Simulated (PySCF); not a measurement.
# C₆ coefficients of unlike pairs at UHF

Calculated with PySCF 2.14 from the dipole response of each species, C₆(A,B) = (3/π) ∫ α_A(iu) α_B(iu) du, in atomic units, from isotropic polarisabilities. For ions this is the dispersion term alone; charge-induced terms of lower order in 1/R come first.

```
species           configuration                                      basis      relativity  α (bohr³)  C₆ (like pair)
   As²⁺  [Ar] 3d10 4s2 4p1 (2P)                aug-cc-pVQZ-DK (8s7p5d3f2g)   spin-free X2C      10.84           47.87
    S³⁺       [Ne] 3s2 3p1 (2P)                   dyall-acv3z (19s12p6d4f)            none      5.589           15.14
     In  [Kr] 4d10 5s2 5p1 (2P)                 aug-cc-pVTZ-DK3 (8s7p5d2f)   spin-free X2C      74.50           794.9
     Cu      [Ar] 3d10 4s1 (2S)  aug-cc-pwCVDZ-PP with ECP10MDF (6s6p5d3f)  core potential      70.96           483.8
```

Question: Estimate C₆ for Cu with S³⁺.

Answer: The integral gives 67.57. The combination rule 2 C_A C_B / (C_A α_B/α_A + C_B α_A/α_B) gives 63.60 and the geometric mean 85.58.

No spin-orbit coupling is included.

The other pairs:

```json
{"pair": "S³⁺, As²⁺", "C₆": "26.83"}
{"pair": "In, As²⁺", "C₆": "177.4"}
{"pair": "Cu, As²⁺", "C₆": "125.6"}
{"pair": "Cu, In", "C₆": "607.9"}
{"pair": "In, S³⁺", "C₆": "96.40"}
```
